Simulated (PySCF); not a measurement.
Compound: C₃H₈FNSi.
Z-matrix (Å and degrees, PBE0-D3(BJ)/def2-SVP geometry), rows numbered from 1:
```
F 
C   1  1.3733
C   2  1.5162  1  110.07
C   3  1.5055  2  112.73  1   -61.91
N   4  1.2631  3  128.42  2  -131.27
Si  5  1.7438  4  133.55  3     0.17
H   2  1.1040  1  108.34  3  -121.58
H   2  1.1030  1  108.59  3   121.05
H   3  1.1052  2  107.78  1    57.18
H   3  1.1011  2  109.78  1   173.86
H   4  1.1088  3  113.34  2    48.85
H   6  1.4910  5  107.17  4  -121.40
H   6  1.4915  5  107.12  4   121.04
H   6  1.5047  5  116.79  4    -0.12
```

Method used: PBE0-D3(BJ)/def2-SVP geometry optimisation, gas phase in PySCF.

Take the most abundant isotopes and a rigid rotor. The values belong to one conformer with, in the numbering `[F:1][CH2:2][CH2:3]/[CH:4]=[N:5]\[SiH3:6]`, F1–C2–C3–C4 -62°, C2–C3–C4–N5 -131°.

Task: What are A, B and C (MHz)?

Result: Ia = 54.10, Ib = 471.60, Ic = 499.69 u·Å²; 505379 MHz·u·Å²/I gives A = 9342, B = 1072, C = 1011 MHz.

Task: Classify the top.

Result: A near-prolate asymmetric top: κ = (2 × 1072 − 9342 − 1011)/(9342 − 1011) = -0.99.

Task: What does the inertial defect say?

Result: Not planar: Δ = Ic − Ia − Ib = -26.00 u·Å². For a rigid frame Δ = −2 Σ m c², so Σ m c² = 13.00 u·Å² lies off the ab plane: 7.70 from hydrogen and 5.30 from heavier atoms. The atom farthest from that plane is 1.59 Å away.

Task: Give the coordinates in the principal-axis frame, origin at the centre of mass.

Result: The sense of each axis is arbitrary; atoms in the order of the calculation.
```tsv
atom	mass (u)	a (Å)	b (Å)	c (Å)
F1	18.998	-2.918	0.334	-0.096
C2	12.000	-2.053	-0.712	-0.302
C3	12.000	-0.802	-0.524	0.533
C4	12.000	-0.040	0.721	0.168
N5	14.003	1.195	0.846	-0.067
Si6	27.977	2.533	-0.273	-0.088
H7	1.008	-1.809	-0.754	-1.378
H8	1.008	-2.564	-1.650	-0.026
H9	1.008	-1.111	-0.437	1.591
H10	1.008	-0.161	-1.416	0.450
H11	1.008	-0.679	1.626	0.109
H12	1.008	3.532	0.217	0.904
H13	1.008	3.122	-0.226	-1.457
H14	1.008	2.221	-1.709	0.235
```

Task: Which lines would a microwave search look for?

Result: The dipole components are |μa| = 0.63 D, |μb| = 2.15 D, |μc| = 0.31 D. Intensities carry the squares of the components, which stand as 0.09 : 1.00 : 0.02 (a : b : c). Some lines, for components of 0.1 D or more:

| type | branch | J(Ka,Kc) | MHz | lower level (cm⁻¹) |
| --- | --- | --- | --- | --- |
| a | R | 1(0,1) ← 0(0,0) | 2083 | 0.000 |
| a | R | 2(1,2) ← 1(1,1) | 4106 | 0.345 |
| a | R | 2(0,2) ← 1(0,1) | 4166 | 0.069 |
| a | R | 2(1,1) ← 1(1,0) | 4226 | 0.347 |
| c | Q | 2(1,2) ← 2(0,2) | 8211 | 0.208 |
| c | Q | 1(1,1) ← 1(0,1) | 8271 | 0.069 |
| b | Q | 1(1,0) ← 1(0,1) | 8331 | 0.069 |
| b | Q | 2(1,1) ← 2(0,2) | 8391 | 0.208 |
| b | R | 1(1,1) ← 0(0,0) | 10354 | 0.000 |
| c | R | 1(1,0) ← 0(0,0) | 10414 | 0.000 |
| b | R | 2(1,2) ← 1(0,1) | 12376 | 0.069 |
| c | R | 2(1,1) ← 1(0,1) | 12557 | 0.069 |
| c | Q | 2(2,1) ← 2(1,1) | 24812 | 0.488 |
| b | Q | 2(2,0) ← 2(1,1) | 24812 | 0.488 |
| b | Q | 2(2,1) ← 2(1,2) | 24992 | 0.482 |
| b | R | 2(2,1) ← 1(1,0) | 29038 | 0.347 |
| c | R | 2(2,0) ← 1(1,0) | 29038 | 0.347 |
| c | R | 2(2,1) ← 1(1,1) | 29098 | 0.345 |
| b | R | 2(2,0) ← 1(1,1) | 29098 | 0.345 |

Task: Estimate the classical rotational partition function at 25 K, 50 K and 200 K.

Result: Point group C1, symmetry number σ = 1; q = (√π/σ)·√((kT/h)³/(ABC)), k/h = 20836.6 MHz/K: 6620 at 25 K, 18700 at 50 K, 150000 at 200 K.

Whether it is a minimum is left open (no frequencies). Constants of a rigid frame at the computed geometry: no zero-point averaging, no centrifugal distortion. A rigid rotor knows nothing of internal rotation, which can split or shift real lines. Quadrupole hyperfine structure (14N) is left out.

Time: 60 s wall; peak memory 0.50 GiB. Hardware: Arm Neoverse V1, one thread, shared host with 32 logical CPUs at a one-minute load of 16. These figures are those of the optimisation.
